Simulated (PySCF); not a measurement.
**Calculated NMR data**

Equivalent nuclei averaged, a single conformation, non-relativistic, gas phase. σ from GIAO-PBE0/pcSseg-1; geometry: GFN2-xTB; PySCF.

δ = σ(ref) − σ, references computed at the same level: ¹H (σ = 31.72 ppm), ¹³C (σ = 186.93 ppm) against TMS. Splittings of carbon signals by F and P are missing where no couplings were computed. Where no couplings were computed, multiplicities follow the n + 1 count of equivalent neighbours, and m marks all less simple cases (inequivalent or close neighbours, rings, F or P nearby). Shifts are as computed. Against solution values, carbons near 30 ppm lie about +3 ppm off and those near 130 ppm about +5 ppm. Of 1211 compounds with measured shifts, 218 miss one by over three times the rms of a fit or turn the order of signals round; such compounds aren't used in these exercises.

**1.** `O=C1OC[C@@H](C(F)(F)F)OC1=O`, C₅H₃F₃O₄. ¹H NMR (600 MHz, computed): δ 4.84 (m, 1H), 4.74 (m, 1H), 4.67 (m, 1H). ¹³C{¹H} NMR (computed): δ 156.8, 155.4, 130.0, 77.5, 67.6.

**2.** SMILES C(C1=NN(C)N=C1C#C)#N, C₆H₄N₄. ¹H NMR (600 MHz, computed): δ 4.30 (s, 3H), 3.25 (s, 1H). ¹³C{¹H} NMR (computed): δ 142.3, 132.4, 116.3, 98.0, 75.6, 42.1.
